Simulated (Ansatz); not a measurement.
Start from `N=C([SiH3])[SiH2]N` and change one atom or group to get `N=C[SiH2]N`.

Ansatz, PBE0-D4/def2-TZVP geometries, multiplicity 1. Each molecule was computed in one conformer, which needn't be the lowest.

| property | `N=C([SiH3])[SiH2]N` |
| --- | --- |
| LUMO energy (PBE0/def2-TZVPP) / eV | -1.21 |
| HOMO–LUMO gap (B3LYP/def2-TZVPP) / eV | 5.09 |
| HOMO energy (PBE/def2-TZVPP) / eV | -5.40 |
| HOMO energy (ωB97M-V/def2-TZVPP) / eV | -8.95 |
| HOMO–LUMO gap (ωB97M-V/def2-TZVPP) / eV | 9.96 |
| HOMO energy (B3LYP/def2-TZVPP) / eV | -6.51 |

Problem. What does the change do to each property? (Estimate.)

Solution. Ansatz gave: 
```json
{"property": "LUMO energy (PBE0/def2-TZVPP) / eV", "`N=C[SiH2]N`": "-0.74", "shift": "0.47"}
{"property": "HOMO–LUMO gap (B3LYP/def2-TZVPP) / eV", "`N=C[SiH2]N`": "5.90", "shift": "0.81"}
{"property": "HOMO energy (PBE/def2-TZVPP) / eV", "`N=C[SiH2]N`": "-5.67", "shift": "-0.27"}
{"property": "HOMO energy (ωB97M-V/def2-TZVPP) / eV", "`N=C[SiH2]N`": "-9.41", "shift": "-0.46"}
{"property": "HOMO–LUMO gap (ωB97M-V/def2-TZVPP) / eV", "`N=C[SiH2]N`": "10.92", "shift": "0.96"}
{"property": "HOMO energy (B3LYP/def2-TZVPP) / eV", "`N=C[SiH2]N`": "-6.89", "shift": "-0.38"}
```

With PBE0 the HOMO falls by 0.38 eV and the LUMO rises by 0.47 eV, so the gap widens by about 0.85 eV. PBE moves the HOMO by -0.27 eV and ωB97M-V by -0.46 eV.

B3LYP here is the variant with VWN-RPA as its local correlation; programs differ in this.
